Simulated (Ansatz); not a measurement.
Consider the homolysis of the S–Si bond: `F[SiH](Cl)[S][GeH3]` → `[S][GeH3]`• + `F[SiH]Cl`•.

Gas-phase electronic energies from Ansatz, PBE0-D4/def2-TZVP geometries. CCSD(T)/CBS adds triple-zeta CCSD(T) − MP2 to the extrapolated MP2 energy (def2 sets, frozen cores). This one scheme is used for every species. DFT in def2-TZVPP. Open shells (•) are unrestricted, without spin–orbit coupling. For Ge outer-core shells are correlated without core-valence functions, which leaves a few kJ/mol of doubt a bond. Scalar relativity is left out up to krypton. Each species was taken in one conformer, which may not be the lowest.

Question: What is ΔE at CCSD(T)/CBS? (Estimate.)

Answer: The calculation gave: +411.1 kJ/mol.

Question: What do these levels give: PBE-D4, ωB97M-V, revPBE, HF/def2-TZVPP, MP2/def2-QZVPP, SCS-MP2/def2-QZVPP? (Best estimate.)

Answer: Computed: PBE-D4 388.6, ωB97M-V 409.6, revPBE 351.3, HF/def2-TZVPP 282.8, MP2/def2-QZVPP 425.9, SCS-MP2/def2-QZVPP 414.3 kJ/mol.

Largest T1 diagnostic among the species: 0.013.

At CCSD(T), def2-SVP lies −37.4 kJ/mol from the extrapolated value and def2-TZVPP −16.1 kJ/mol: correlation converges slowly with the basis, and small sets miss more of it in the bonded molecule than in its fragments. In def2-TZVPP, CCSD(T) changes the Hartree–Fock value by +112.1 kJ/mol (the triples alone add +11.6 kJ/mol) and MP2 by +134.3 kJ/mol; breaking electron pairs costs correlation energy, which Hartree–Fock lacks.
